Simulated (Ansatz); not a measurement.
Input file for Ansatz (a first-principles code): U-PBE0/def2-TZVPP on Cs2, 2S+1 = 3, a spin state set in the input, which need not be the lowest. Elements past Kr take the def2 small-core potentials; no spin–orbit coupling.

Ansatz 0.2 input:
```yaml
crystal:
  periodic: [false, false, false]
  atoms:
    - {symbol: Cs, position_ang: [0.00000000, 0.00000000, 0.00000000]}
    - {symbol: Cs, position_ang: [0.00000000, 0.00000000, 4.63600000]}
basis:
  gaussian:
    orbitals: def2-TZVPP
hamiltonian:
  xc: {name: PBE0}
magnetization: {spin_polarized: true, initial_magnetization: 2}
relax: {f_tol: 0.002, max_steps: 120}
```

Predict the final total energy.

-40.2808 hartree.

How many basis functions does it have, and what does it roughly cost on one machine?

72 functions; around 50 core-seconds (rough).
